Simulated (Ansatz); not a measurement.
`[SiH3]C([SiH3])=[Se]` + `C1[SiH2][AsH]1` → `[SiH3][As]1C[SiH2]1` + `[SiH3]C=[Se]` at 298.15 K and 1 bar (ligand exchange at the Si–C bond).

Gas-phase electronic energies from Ansatz, PBE0-D4/def2-TZVP geometries. CBS: MP2 limit from def2 TZ/QZ plus the TZ coupled-cluster correction, frozen cores. For As, Se outer-core shells are correlated without core-valence functions, which leaves a few kJ/mol of doubt a bond. Scalar relativity is left out up to krypton.

| species | CCSD(T)/CBS energy (Eh) | H − E (kJ/mol) | S (J/(mol·K)) |
| --- | --- | --- | --- |
| `[SiH3]C([SiH3])=[Se]` | -3020.47928 | 168.0 | 366.7 |
| `C1[SiH2][AsH]1` | -2565.12158 | 149.3 | 296.8 |
| `[SiH3][As]1C[SiH2]1` | -2855.41741 | 202.8 | 353.3 |
| `[SiH3]C=[Se]` | -2730.19682 | 120.6 | 309.6 |

H − E and S are ideal-gas, rigid-rotor, harmonic terms from PBE0-D4/def2-TZVP, for one conformer and one mirror image of each species. 1 Eh = 2625.50 kJ/mol, R = 8.31446 J/(mol·K).

Q: By hand: ΔE, ΔH, ΔS and ΔG.

A: ΔE = (-2855.41741) + (-2730.19682) − (-3020.47928) − (-2565.12158) = -0.01337 Eh = -35.1 kJ/mol. Δ(H − E) = 202.8 + 120.6 − 168.0 − 149.3 = 6.1, so ΔH = -29.0 kJ/mol. ΔS = 353.3 + 309.6 − 366.7 − 296.8 = -0.6 J/(mol·K). ΔG = -29.0 − 298.15 × (-0.6)/1000 = -28.8 kJ/mol.

Q: By hand: the equilibrium constant, and the temperature at which ΔG would vanish if ΔH and ΔS stayed fixed.

A: log₁₀ K = −ΔG/(RT ln 10) = 5.0. ΔG = 0 at ΔH/ΔS = 48333 K, far beyond where these terms or the molecules hold.

The number of gas molecules stays the same, so ΔS is small and ΔH decides. A doubt of 5 kJ/mol in ΔE shifts log₁₀ K by 0.9 here. Other conformers and mirror images would add mixing entropy, several J/(mol·K) or more a flexible species. Modes under 60 cm⁻¹, often nearly free rotors, make the harmonic entropy too high. These are equilibria of isolated gas molecules and say nothing of rates. Largest T1 diagnostic: 0.014 (customary marks: 0.02 for closed shells, 0.045 for open ones).
